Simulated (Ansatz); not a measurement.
`[SiH3]OB(S)S` + HBr → `SB(S)Br` + `O[SiH3]`  (ligand exchange at a B–O bond)

Isolated molecules relaxed with PBE0-D4/def2-TZVP in Ansatz; ΔE leaves out vibrations. CCSD(T)/CBS is the MP2 limit (def2-TZVPP, def2-QZVPP) plus CCSD(T) − MP2 in def2-TZVPP, frozen cores. DFT in def2-TZVPP. B3LYP here is the variant with VWN-RPA as its local correlation; programs differ in this. For Br outer-core shells are correlated without core-valence functions, which leaves a few kJ/mol of doubt a bond. Scalar relativity is left out up to krypton. Each species was taken in one conformer, which may not be the lowest.

| level | ΔE (kJ/mol) | difference from CCSD(T)/CBS |
| --- | --- | --- |
| PBE-D4 | 36.5 | -4.2 |
| r2SCAN-D4 | 42.5 | 1.8 |
| PBE0-D4 | 39.9 | -0.8 |
| B3LYP-D4 | 49.7 | 9.0 |
| ωB97X-V | 46.2 | 5.5 |
| ωB97M-V | 45.7 | 5.0 |
| B2PLYP | 44.1 | 3.4 |
| PBE | 34.4 | -6.3 |
| r2SCAN | 41.4 | 0.7 |
| PBE0 | 37.8 | -2.9 |
| B3LYP | 46.8 | 6.1 |
| HF/def2-TZVPP | 58.4 | 17.7 |
| MP2/def2-TZVPP | 35.7 | -5.0 |
| SCS-MP2/def2-TZVPP | 40.8 | 0.1 |
| CCSD/def2-TZVPP | 47.1 | 6.4 |
| CCSD(T)/def2-TZVPP | 44.4 | 3.7 |
| HF/def2-QZVPP | 60.1 | 19.4 |
| MP2/def2-QZVPP | 34.2 | -6.5 |
| SCS-MP2/def2-QZVPP | 39.5 | -1.2 |
| HF/CBS(def2) | 60.4 | 19.7 |
| MP2/CBS(def2) | 32.0 | -8.7 |
| CCSD/CBS(def2) | 43.4 | 2.7 |
| CCSD(T)/CBS | 40.7 | 0 |

Largest T1 diagnostic among the species: 0.013.

From PBE to PBE0 (25 % exact exchange), in def2-TZVPP and without D4, ΔE moves by +3.4 kJ/mol. In def2-TZVPP, CCSD(T) changes the Hartree–Fock value by −13.9 kJ/mol (the triples alone add −2.7 kJ/mol) and MP2 by −22.7 kJ/mol.
